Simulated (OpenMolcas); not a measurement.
**Multiconfigurational calculation on neutral silicon**

Input:

```
&GATEWAY
Coord
1

Si 0.0 0.0 0.0
Basis=ANO-RCC-VDZ
Group=XYZ
NoMove
AngMom=0.0 0.0 0.0
AMFI
RX2C
&SEWARD
* reference wave functions (RASSCF and RASSI steps not shown): 4 electrons in 8 orbitals (3s 3p 4s 4p)
>>> COPY JOB001 $Project.JobIph
&CASPT2
Multistate=3 1 2 3
NoMult
Frozen=1 0
IPEA=0.1
Sig2=0.15
MaxIter=60
WThr=0.0 0.3 0.05
PrWF=0.5
NoMix
>>> COPY JOB002 $Project.JobIph
&CASPT2
Multistate=6 1 2 3 4 5 6
NoMult
Frozen=1 0
IPEA=0.1
Sig2=0.15
MaxIter=60
WThr=0.0 0.3 0.05
PrWF=0.5
NoMix
>>> COPY JOB003 $Project.JobIph
&CASPT2
Multistate=8 1 2 3 4 5 6 7 8
NoMult
Frozen=1 0
IPEA=0.1
Sig2=0.15
MaxIter=60
WThr=0.0 0.3 0.05
PrWF=0.5
NoMix
...
```

Launched by
```bash
OMP_NUM_THREADS=1 MOLCAS_MEM=2252 MOLCAS_PROJECT=a pymolcas a.inp > a.log  # once for each step of the input, in one work folder
```

Output, cut to the results:

```
--- CASPT2 ---
Orbital specifications:
      -----------------------

      Symmetry species                           1   2
                                                ag  au
      Frozen orbitals                            1   0
      Inactive orbitals                          1   3
      Active orbitals                            2   6
      Secondary orbitals                         0   0
      Deleted orbitals                           0   0
      Number of basis functions                  4   9
Type of calculation                        SS-CASPT2
      Fock operator                              state-specific
      IPEA shift                                 0.10
      Real shift                                 0.00
      Imaginary shift                            0.00
      Sigma^2 regularizer                        0.15
      The input orbitals will be transformed to quasi-canonical
Reference energy:        -289.4800369225
      E2 (Non-variational):      -0.0038855734
      Shift correction:          -0.0000000048
      E2 (Variational):          -0.0038855782
      Total energy:            -289.4839225007
      Residual norm:              0.0000004755
      Reference weight:           0.99954
      Contributions to the CASPT2 correlation energy
      Active & Virtual Only:          0.0000000000
      One Inactive Excited:          -0.0005822621
      Two Inactive Excited:          -0.0033033113
Reference energy:        -289.4800369225
      E2 (Non-variational):      -0.0038855712
      Shift correction:          -0.0000000048
      E2 (Variational):          -0.0038855760
      Total energy:            -289.4839224986
      Residual norm:              0.0000004755
      Reference weight:           0.99954
      Contributions to the CASPT2 correlation energy
      Active & Virtual Only:          0.0000000000
      One Inactive Excited:          -0.0005822600
      Two Inactive Excited:          -0.0033033112
::    CASPT2 Root  1     Total energy:   -289.48392250
::    CASPT2 Root  2     Total energy:   -289.48392250
::    CASPT2 Root  3     Total energy:   -289.48392250
--- CASPT2 ---
Orbital specifications:
      -----------------------

      Symmetry species                           1   2
                                                ag  au
      Frozen orbitals                            1   0
      Inactive orbitals                          1   3
      Active orbitals                            2   6
      Secondary orbitals                         0   0
      Deleted orbitals                           0   0
      Number of basis functions                  4   9
Type of calculation                        SS-CASPT2
      Fock operator                              state-specific
      IPEA shift                                 0.10
      Real shift                                 0.00
      Imaginary shift                            0.00
      Sigma^2 regularizer                        0.15
      The input orbitals will be transformed to quasi-canonical
Reference energy:        -289.4419659449
      E2 (Non-variational):      -0.0039518907
      Shift correction:          -0.0000000051
      E2 (Variational):          -0.0039518958
      Total energy:            -289.4459178407
      Residual norm:              0.0000004678
      Reference weight:           0.99953
      Contributions to the CASPT2 correlation energy
      Active & Virtual Only:          0.0000000000
      One Inactive Excited:          -0.0006001643
      Two Inactive Excited:          -0.0033517263
Reference energy:        -289.4419659449
      E2 (Non-variational):      -0.0039518771
      Shift correction:          -0.0000000051
      E2 (Variational):          -0.0039518822
      Total energy:            -289.4459178271
      Residual norm:              0.0000004678
      Reference weight:           0.99953
      Contributions to the CASPT2 correlation energy
      Active & Virtual Only:          0.0000000000
      One Inactive Excited:          -0.0006001591
      Two Inactive Excited:          -0.0033517180
::    CASPT2 Root  1     Total energy:   -289.44591784
::    CASPT2 Root  2     Total energy:   -289.44591783
::    CASPT2 Root  3     Total energy:   -289.44591781
::    CASPT2 Root  4     Total energy:   -289.44591787
::    CASPT2 Root  5     Total energy:   -289.44591781
::    CASPT2 Root  6     Total energy:   -289.41766783
--- CASPT2 ---
Orbital specifications:
      -----------------------

      Symmetry species                           1   2
                                                ag  au
      Frozen orbitals                            1   0
      Inactive orbitals                          1   3
      Active orbitals                            2   6
      Secondary orbitals                         0   0
      Deleted orbitals                           0   0
      Number of basis functions                  4   9
Type of calculation                        SS-CASPT2
      Fock operator                              state-specific
      IPEA shift                                 0.10
      Real shift                                 0.00
      Imaginary shift                            0.00
      Sigma^2 regularizer                        0.15
      The input orbitals will be transformed to quasi-canonical
Reference energy:        -289.2348601806
      E2 (Non-variational):      -0.0037502742
      Shift correction:          -0.0000000101
      E2 (Variational):          -0.0037502844
      Total energy:            -289.2386104649
      Residual norm:              0.0000006296
      Reference weight:           0.99956
      Contributions to the CASPT2 correlation energy
      Active & Virtual Only:          0.0000000000
      One Inactive Excited:          -0.0005680981
      Two Inactive Excited:          -0.0031821762
Reference energy:        -289.2348601806
      E2 (Non-variational):      -0.0037503311
      Shift correction:          -0.0000000101
...
```

Levels above the lowest, from the spin-orbit matrix with the single-state CASPT2 energies, averaged by term, on its diagonal:

```
Configuration  Term  J  E (cm-1)  Measured (cm-1)      g  Term weight %
      3s2 3p2    3P  0       0.0              0.0                   100
      3s2 3p2    3P  1      61.4             77.1  1.501            100
      3s2 3p2    3P  2       179              223  1.501            100
      3s2 3p2    1D  2      8463             6299  1.000            100
      3s2 3p2    1S  0     14664            15394                   100
       3s 3p3   5S*  2     24809            33326  2.002            100
```

Against the 5 measured excited levels shown (NIST Handbook of Basic Atomic Spectroscopic Data) the mean absolute deviation is 2300 cm-1; the largest miss in energy is 3s 3p3 5S* 2: computed 24809, measured 33326 cm-1 (-25.6 %), and the largest in proportion 3s2 3p2 1D2 (+34.4 %).

Terms from blocks run as CI alone lack orbitals of their own. The run also gave levels led by 3s2 3p 4s, which use shells meant for correlation; these and all levels above them are left out. Terms of s pⁿ other than that of highest spin mix with s² pⁿ⁻² d, which this space lacks; all of them can be thousands of cm-1 off, and some have no real level of that name. Some terms miss by over 15 % even with CASPT2, which points to a basis or an active space too small for the shells correlated. Measured partners are found by configuration, term and J. A level has none where our copy of the source lacks it or the pairing is in doubt (some pairs that miss far off the trend of their configuration count as doubtful), and it then counts in no deviation. Only configurations of the active space appear. The first state left out of the spin-orbit step lies near 62000 cm-1 above the lowest spin-free state of the reference (among the parities and spins computed), and the list stops at four fifths of that energy or lower.

The CASPT2 steps took 2.3 s on 1 thread of Intel(R) Xeon(R) 6975P-C (Granite Rapids), with other jobs on the host; the integral step is not counted.

The term weight is that of the spin-free term in the level, not the purity of its configuration. * marks odd parity.
